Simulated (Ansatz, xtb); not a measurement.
**Relative energy of two isomers of C2H10AlBGe**

We compare X, `B[CH2][Al]([CH3])[GeH3]`, a singlet, with Y, `B[CH2][AlH][CH2][GeH3]`, a singlet. Both are isolated molecules in the gas phase, relaxed with B3LYP-D3(BJ)/def2-SVP; the shapes shown needn't be the lowest conformers.

X (Å):

```xyz
15

C    -0.7783    1.5087    0.1205
C     0.6830   -1.4284   -0.7988
Al   -0.5839   -0.4681    0.3420
B    -2.0559    1.6435   -0.6864
Ge   -1.8736   -1.5863    2.1420
H    -2.0296    1.6379   -1.8976
H    -3.1369    1.6508   -0.1408
H    -0.8323    1.8417    1.1714
H     0.1623    1.7981   -0.3755
H     1.7014   -1.3491   -0.3740
H     0.4564   -2.5038   -0.8832
H     0.7271   -0.9986   -1.8140
H    -3.1183   -2.3122    1.5684
H    -1.0609   -2.6720    2.8914
H    -2.4029   -0.6054    3.2162
```

Y (Å):

```yaml
atoms:
  - { symbol: C, position_ang: [-0.3114, 0.5026, -0.6721] }
  - { symbol: C, position_ang: [-0.5400, -2.8820, -0.4454] }
  - { symbol: Al, position_ang: [-1.3860, -1.1336, -0.2931] }
  - { symbol: B, position_ang: [0.3703, 0.7754, 0.6560] }
  - { symbol: Ge, position_ang: [0.6555, -3.2436, 1.0906] }
  - { symbol: H, position_ang: [1.4227, 0.2447, 0.9322] }
  - { symbol: H, position_ang: [-0.1715, 1.4429, 1.5087] }
  - { symbol: H, position_ang: [0.3407, 0.1693, -1.4971] }
  - { symbol: H, position_ang: [-1.0751, 1.2291, -0.9949] }
  - { symbol: H, position_ang: [-2.9064, -0.9782, 0.1236] }
  - { symbol: H, position_ang: [-1.2927, -3.6868, -0.4767] }
  - { symbol: H, position_ang: [0.0851, -2.9670, -1.3505] }
  - { symbol: H, position_ang: [2.0466, -2.6335, 0.8334] }
  - { symbol: H, position_ang: [0.0807, -2.6047, 2.3797] }
  - { symbol: H, position_ang: [0.7959, -4.7622, 1.3349] }
```

Quicker runs give these differences E(Y) − E(X): GFN2-xTB +0.035 eV; HF/STO-3G +0.548 eV (at GFN2-xTB geometries); r2SCAN-D4/def2-SVP +0.394 eV (at GFN2-xTB geometries).

Task: Estimate E(Y) − E(X) at the level CCSD(T)/def2-SVP + ΔMP2/def2-TZVPP.

Result: Calculated at CCSD(T)/def2-SVP + ΔMP2/def2-TZVPP: E(Y) − E(X) = +0.335 eV, so structure X lies lower.

The same difference at several levels:

| level | geometry | E(Y) − E(X) (eV) | departure from the last row (eV) | job, with rough time for the two |
| --- | --- | --- | --- | --- |
| GFN2-xTB | GFN2-xTB | +0.035 | −0.300 | optimisation, 0.83 s |
| HF/STO-3G | GFN2-xTB | +0.548 | +0.213 | single point, 1.3 s |
| r2SCAN-D4/def2-SVP | GFN2-xTB | +0.394 | +0.059 | single point, 9.6 s |
| B3LYP-D3(BJ)/def2-SVP | B3LYP-D3(BJ)/def2-SVP | +0.375 | +0.040 | optimisation, 7.6 min |
| HF/def2-SVP | B3LYP-D3(BJ)/def2-SVP | +0.318 | −0.017 | part of the CCSD(T) run |
| MP2/def2-SVP | B3LYP-D3(BJ)/def2-SVP | +0.283 | −0.052 | part of the CCSD(T) run |
| CCSD(T)/def2-SVP | B3LYP-D3(BJ)/def2-SVP | +0.328 | −0.007 | single point |
| CCSD(T)/def2-SVP + ΔMP2/def2-TZVPP | B3LYP-D3(BJ)/def2-SVP | +0.335 |  | single point, 2.5 min |

As drawn, Y has 1 C–Ge, 1 Al–H in place of 1 Al–Ge, 1 C–H.

None of the levels shown reverses the order. The largest departure from CCSD(T)/def2-SVP + ΔMP2/def2-TZVPP is that of GFN2-xTB, 0.300 eV. A small imaginary or near-zero mode remains, so no thermal terms are given. The last row adds to CCSD(T) the change of the MP2 difference between the two basis sets, here +0.007 eV.

The correlated steps freeze 17 core orbitals; the filled d shell of Ge is correlated, in a basis made for valence electrons. Programs: Ansatz 0.2.0, xtb 6.7.1; the last row on 2 threads of AMD EPYC 7R43 64-Core Processor (Zen 3) on a shared host.
